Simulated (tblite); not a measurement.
Species: C3H8BCl2Ga.
Numbering: `[CH2:1]=[C:2]([CH3:3])[BH-:4]1[Cl+:5][GaH2-:6][Cl+:7]1` (hydrogens: H8, H9 on C1; H10, H11, H12 on C3; H13 on B4; H14, H15 on Ga6)
Bond orders are those of one Lewis drawing.

Computed with GFN2-xTB (tblite), gas phase: L-BFGS steps from a force-field or distance-geometry start until the largest atomic force falls under 0.01 eV/Å.

Step 7: E = -601.9869 eV
```
atom  x, y, z in Å  |  force x, y, z in eV/Å
C1     -2.0400   -1.0017   -0.1086    0.110   0.070   0.041
C2     -1.0808   -0.0806   -0.0057   -0.146   0.032  -0.069
C3     -1.3370    1.2911   -0.5848   -0.061   0.086  -0.060
B4      0.2845   -0.3199    0.7877   -0.042  -0.051   0.088
Cl5     1.5454    1.1006    0.5450   -0.050  -0.095   0.085
Ga6     2.9662   -0.3073   -0.4979    0.058  -0.045   0.002
Cl7     1.2881   -1.7553   -0.0020    0.018   0.039   0.005
H8     -2.9802   -0.7909   -0.6067    0.209  -0.047   0.045
H9     -1.9482   -1.9958    0.3091    0.079   0.180  -0.058
H10    -1.9284    1.2336   -1.4960   -0.042  -0.040   0.029
H11    -1.8952    1.8874    0.1392    0.046  -0.006  -0.020
H12    -0.4120    1.8229   -0.8067   -0.141  -0.064  -0.045
H13     0.1664   -0.5231    1.9469    0.094  -0.017  -0.090
H14     4.2452   -0.4576    0.3846   -0.061  -0.053  -0.032
H15     3.1215   -0.0954   -2.0373   -0.070   0.010   0.080
```

Step 8: E = -601.9919 eV
```
atom  x, y, z in Å  |  force x, y, z in eV/Å
C1     -2.0364   -1.0014   -0.1088    0.075   0.074   0.030
C2     -1.0823   -0.0771   -0.0065    0.019   0.085  -0.020
C3     -1.3396    1.2958   -0.5885   -0.069  -0.028  -0.003
B4      0.2875   -0.3213    0.7903   -0.111   0.008  -0.038
Cl5     1.5505    1.0973    0.5522   -0.078  -0.061   0.078
Ga6     2.9622   -0.3118   -0.4957    0.115  -0.021  -0.019
Cl7     1.2892   -1.7534    0.0007   -0.007  -0.011  -0.013
H8     -2.9757   -0.7981   -0.6054    0.123   0.004  -0.014
H9     -1.9482   -1.9936    0.3073    0.129   0.104  -0.007
H10    -1.9345    1.2339   -1.4958   -0.055  -0.036   0.002
H11    -1.8950    1.8912    0.1365    0.020   0.015   0.005
H12    -0.4184    1.8290   -0.8140   -0.074  -0.058  -0.051
H13     0.1745   -0.5283    1.9450    0.053  -0.023   0.000
H14     4.2442   -0.4605    0.3853   -0.070  -0.056  -0.042
H15     3.1176   -0.0937   -2.0357   -0.071   0.005   0.093
```

Step 9: E = -601.9958 eV
```
atom  x, y, z in Å  |  force x, y, z in eV/Å
C1     -2.0324   -0.9996   -0.1084    0.036   0.058   0.011
C2     -1.0831   -0.0729   -0.0074    0.135   0.105   0.027
C3     -1.3428    1.2988   -0.5913   -0.063  -0.082   0.027
B4      0.2875   -0.3222    0.7916   -0.110   0.050  -0.102
Cl5     1.5525    1.0935    0.5589   -0.078  -0.033   0.060
Ga6     2.9616   -0.3155   -0.4945    0.109  -0.001  -0.019
Cl7     1.2899   -1.7523    0.0024   -0.025  -0.043  -0.031
H8     -2.9698   -0.8031   -0.6048    0.032   0.044  -0.067
H9     -1.9455   -1.9898    0.3059    0.165   0.024   0.043
H10    -1.9401    1.2334   -1.4957   -0.073  -0.033  -0.020
H11    -1.8945    1.8943    0.1347   -0.008   0.034   0.026
H12    -0.4246    1.8321   -0.8203   -0.010  -0.038  -0.062
H13     0.1813   -0.5324    1.9434    0.011  -0.031   0.059
H14     4.2422   -0.4638    0.3850   -0.052  -0.060  -0.034
H15     3.1134   -0.0924   -2.0328   -0.067   0.005   0.081
```

Step 10: E = -602.0004 eV
```
atom  x, y, z in Å  |  force x, y, z in eV/Å
C1     -2.0265   -0.9962   -0.1076   -0.009   0.021  -0.012
C2     -1.0822   -0.0665   -0.0081    0.184   0.085   0.062
C3     -1.3476    1.3015   -0.5944   -0.039  -0.082   0.036
B4      0.2856   -0.3224    0.7918   -0.051   0.080  -0.098
Cl5     1.5531    1.0884    0.5679   -0.057   0.001   0.030
Ga6     2.9630   -0.3198   -0.4934    0.055   0.019  -0.002
Cl7     1.2902   -1.7518    0.0036   -0.038  -0.067  -0.054
H8     -2.9620   -0.8080   -0.6053   -0.048   0.079  -0.110
H9     -1.9387   -1.9845    0.3051    0.191  -0.049   0.088
H10    -1.9481    1.2319   -1.4958   -0.087  -0.031  -0.024
H11    -1.8940    1.8984    0.1332   -0.034   0.047   0.038
H12    -0.4324    1.8345   -0.8288    0.047  -0.014  -0.074
H13     0.1895   -0.5379    1.9424   -0.042  -0.034   0.085
H14     4.2387   -0.4689    0.3840   -0.010  -0.065  -0.009
H15     3.1070   -0.0908   -2.0276   -0.059   0.010   0.045
```

Task: Estimate the geometry and energy of step 11. (The exact step hangs on the optimiser's Hessian estimate; all steps are aligned on step 10, rigid shifts and turns removed.)

Result: E = -602.0045 eV, largest force 0.227 eV/Å
```
atom  x, y, z in Å  |  force x, y, z in eV/Å
C1     -2.0203   -0.9923   -0.1068   -0.033  -0.022  -0.026
C2     -1.0795   -0.0596   -0.0081    0.127   0.028   0.062
C3     -1.3528    1.3034   -0.5971   -0.004  -0.032   0.023
B4      0.2832   -0.3212    0.7912    0.037   0.081  -0.025
Cl5     1.5525    1.0834    0.5772   -0.022   0.031  -0.005
Ga6     2.9655   -0.3236   -0.4923   -0.025   0.032   0.025
Cl7     1.2898   -1.7526    0.0035   -0.044  -0.072  -0.076
H8     -2.9547   -0.8112   -0.6078   -0.071   0.091  -0.116
H9     -1.9283   -1.9795    0.3058    0.191  -0.069   0.101
H10    -1.9575    1.2297   -1.4960   -0.083  -0.030   0.000
H11    -1.8940    1.9031    0.1323   -0.042   0.042   0.029
H12    -0.4396    1.8363   -0.8384    0.067   0.002  -0.079
H13     0.1966   -0.5437    1.9423   -0.089  -0.030   0.064
H14     4.2352   -0.4753    0.3828    0.039  -0.070   0.020
H15     3.0995   -0.0890   -2.0217   -0.049   0.018   0.000
```

The energy changes by -0.0042 eV. The first-order estimate −F·Δx gives -0.0057 eV and the mean of the old and new forces, exact on a quadratic surface, -0.0042 eV. The step makes an angle of 66° with the force vector and moves no atom by more than 0.012 Å.

What follows is the cost of the whole relaxation. The run took 1.1 s of wall time on an Arm Neoverse V2 with one thread (shared host).
